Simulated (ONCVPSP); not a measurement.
Scattering properties, ONCV potential for phosphorus (P)

| Quantity | Value |
| --- | --- |
| Element | P (Z = 15) |
| Generator | ONCVPSP 4.0.1 |
| Type | optimised norm-conserving Vanderbilt (ONCV) |
| Functional | LDA (Perdew-Zunger) |
| Relativity | scalar-relativistic |
| Frozen core | [Ne] |
| Valence charge | 5 |
| Reference configuration | 3s2 3p3 |
| Partial waves | 3s: rc 1.25 bohr, ncon 4, nbas 8, qcut 4.9 1/bohr, 2 projectors, debl 1.3 Ha; 3p: rc 1.30 bohr, ncon 4, nbas 9, qcut 7.5 1/bohr, 3 projectors, debl 2.3 Ha; d scattering state at 0.16 Ha: rc 1.25 bohr, ncon 4, nbas 8, qcut 8.4 1/bohr, local |
| Local potential | the d channel |
| Core correction | none |

The phase is arctan(r·R′/R) of the radial function R(r), unwrapped; energies in Ha, scanned from -2 to 5 Ha. A pole is an energy at which the radial function vanishes at the test radius. The pseudo phase is shifted by a multiple of π to meet the all-electron one at the reference energy, and phase errors are pseudo minus all-electron; the curves can meet again beyond the range given. Levels narrower than the energy grid can be missing from the lists of poles.

**Question.** For each channel, where are the poles, and over which energies does the pseudopotential scatter like the atom?

**Answer.**

```json
{"channel": "s", "radius (bohr)": "1.27", "reference energy (Ha)": "-0.52", "poles, all-electron": "none", "poles, pseudo": "none", "unbroken range about the reference energy with phases within 0.05 rad": "the whole range", "phase error 1 Ha above the reference energy (rad)": "+0.000"}
{"channel": "p", "radius (bohr)": "1.32", "reference energy (Ha)": "-0.21", "poles, all-electron": "none", "poles, pseudo": "none", "unbroken range about the reference energy with phases within 0.05 rad": "the whole range", "phase error 1 Ha above the reference energy (rad)": "+0.000"}
{"channel": "d", "radius (bohr)": "1.27", "reference energy (Ha)": "0.16", "poles, all-electron": "4.60", "poles, pseudo": "4.86", "unbroken range about the reference energy with phases within 0.05 rad": "the whole range", "phase error 1 Ha above the reference energy (rad)": "+0.004"}
```

Note: ghosts flagged at negative energy: s at -152.7 eV, p at -127.0 eV; GHOST(+) flags only above 600 eV. A true bound ghost makes a file unfit for plane-wave use.

Phases in the p channel:

```csv
E (Ha),all-electron,pseudo
-1.98,0.970,0.969
-1.62,0.868,0.868
-1.26,0.730,0.729
-0.90,0.537,0.537
-0.54,0.271,0.271
-0.18,-0.063,-0.063
0.18,-0.409,-0.409
0.54,-0.700,-0.700
0.90,-0.914,-0.914
1.26,-1.067,-1.067
1.62,-1.178,-1.178
1.98,-1.261,-1.261
2.34,-1.325,-1.325
2.70,-1.376,-1.376
3.06,-1.418,-1.418
3.42,-1.454,-1.454
3.78,-1.485,-1.485
4.14,-1.512,-1.512
4.50,-1.537,-1.537
4.86,-1.560,-1.560
```
